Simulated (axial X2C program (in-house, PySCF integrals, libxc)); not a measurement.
AlZr: properties at the nuclei

Computed with an axial X2C code built on PySCF integrals: two-component X2C with atomic mean-field Coulomb and Gaunt terms, Gaussian nuclei, basis Zr dyall-cv3z, Al dyall-v3z with contracted cores.

R = 2.621 Å (near the PBE0 minimum at charge 0 of the determinant lowest at the starting distance; the state shown can have its own minimum elsewhere).

Determinant lowest in the PBE0 search, Ω = 1/2 (⟨Sz⟩ = 2.50, ⟨Lz⟩ = -2.00 at PBE0), spin on the atoms Zr 1.88, Al 0.61:

```tsv
level	Eeff magnitude (GV/cm)	Ws magnitude Zr (kHz)	Ws magnitude Al (kHz)	A∥/gI Zr (MHz)	qzz Zr (a.u.)	A∥/gI Al (MHz)	qzz Al (a.u.)	μ (D)
PBE0	0.695	0.398	0.0401	2310	-0.58	-30.5	-0.34	-2.77
LDA	1.08	0.813	0.0355	2650	-0.71	93.4	-0.31	-1.91
TPSSh	0.728	0.456	0.044	2150	-0.63	60.3	-0.32	-2.77
B3LYP	0.98	0.679	0.0401	2510	-0.63	52.6	-0.33	-2.38
```

Determinant 0.35 eV from it at PBE0 and this distance, Ω = 3/2 (⟨Sz⟩ = 1.50, ⟨Lz⟩ = 0.00 at PBE0), spin on the atoms Zr 1.11, Al 0.39:

| level | Eeff magnitude (GV/cm) | Ws magnitude Zr (kHz) | A∥/gI Zr (MHz) | qzz Zr (a.u.) | A∥/gI Al (MHz) | qzz Al (a.u.) | μ (D) |
| --- | --- | --- | --- | --- | --- | --- | --- |
| PBE0 | 1.4 | 0.538 | -22.2 | -2.60 | -36.8 | -0.61 | -0.67 |
| HF | 7.2 | 2.46 | 81.8 | -3.03 | -70.9 | -0.75 | -0.07 |
| LDA | 0.00462 | 0.0736 | 60.6 | -2.72 | -9.2 | -0.60 | -0.69 |
| TPSSh | 1.04 | 0.417 | -15.7 | -2.62 | -20.6 | -0.60 | -0.83 |
| B3LYP | 0.697 | 0.31 | 8.73 | -2.63 | -22.3 | -0.64 | -0.66 |

Eeff is the effective electric field on the electron electric dipole moment in this Ω state and Ws the scalar–pseudoscalar constant of the nucleus named (defined with the proton number Z and per Ω); A∥ (defined per Ω) follows by multiplying with gI = μI/(I μN); qzz is the electric field gradient, eQq0 = 234.96 MHz × Q/barn × qzz; μ is positive if the Al end (last atom) is positive. The operators were transformed with the bare-nucleus X2C matrices; with these basis sets, hyperfine constants and field gradients can be off by tens of per cent, and where levels differ in sign neither size nor sign is settled.

Question: With gI(91Zr) = -0.5214, Q(91Zr) = -0.176 barn, Q(27Al) = 0.1466 barn (g factors from the IAEA table of nuclear moments by Stone; Q from Pyykkö, Mol. Phys. 2018), turn the PBE0 values of the first state into constants in MHz.

Answer: A∥(91Zr) = 2310 × -0.5214 = -1200 MHz; eQq0(91Zr) = 234.96 × (-0.176) × (-0.58) = 24 MHz; eQq0(27Al) = 234.96 × (0.1466) × (-0.34) = -11.7 MHz.

Each state is one determinant with collinear spin, which with several unpaired electrons need not be a pure state. Unrestricted Hartree–Fock can overshoot spin polarisation at the nuclei. In the state Ω = 3/2 the sign of Eeff differs between levels (LDA against PBE0). With several open shells hyperfine constants can be off by a factor of several. Where Eeff spreads by more than a factor of two the levels disagree and none is to be relied on. Left out as unconverged or as another state under the same occupation: HF in at least one table. At B3LYP a later determinant lies lower. States lie within half an eV, so the first need not be the ground state. Further determinants of the search, some of them spin-mixed, are not shown. Where a field gradient or hyperfine factor spreads by more than a factor of two over the levels, a constant derived from it is not to be relied on. PBE0 term energies can be off by some tenths of an eV.
